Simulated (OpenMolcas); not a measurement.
Au4+ among 4 point charges of -2.5 e arranged as a tetrahedron (Td), 1.76 Å from the ion.
```
   1.0161    1.0161    1.0161  -2.50
   1.0161   -1.0161   -1.0161  -2.50
  -1.0161    1.0161   -1.0161  -2.50
  -1.0161   -1.0161    1.0161  -2.50
```

```
Program             : OpenMolcas 26.06
Method              : SS-CASPT2, IPEA 0.25 Eh, imaginary shift 0.1 Eh (closed shells correlated: 4f 5s 5p)
Basis               : ANO-RCC-VDZP [7s6p4d2f]
Scalar Hamiltonian  : DKH2, point nucleus
Active space        : 7 electrons in 5 orbitals (5d)
State averaging     : 2S+1 = 4 even, 10 roots; 2S+1 = 2 even, 40 roots
Spin-orbit coupling : state interaction with AMFI integrals over the reference wave functions
```

(1) What is the spin-free ground state (labels of Td)?

(2) Where is the first state of the same spin?

(3) What are the lowest two levels with spin-orbit coupling?

(4) What is χT at 300 K?

## Answers

(1) 4A2, 1-fold in its orbital part, 100 % from free-ion F terms; it has the highest spin that d7 allows.

(2) 4T2 at 5550 cm-1 above the ground state.

(3) A 4-fold level Γ8, then a 4-fold level Γ8 2890 cm-1 above it. Their leading multiplicities are 4 (87 %) and 4 (78 %).

(4) 4.02 cm3 K/mol.

Roots that are degenerate in the reference are averaged as groups; the widest CASPT2 spread within a group is 150 cm-1 (the 3-fold group of multiplicity 4 near 5550 cm-1 above the lowest state of its run). Shifts and gaps below about the spread of the groups concerned are not significant. Spin-orbit coupling mixes the spin-free states strongly: the lowest level takes only 51 % from its leading state, 4A2. Free-ion shares, where given, are those of the reference states; single-state CASPT2 does not remix them. This is an electrostatic model: the charges have no orbitals. No measured value stands beside these numbers.
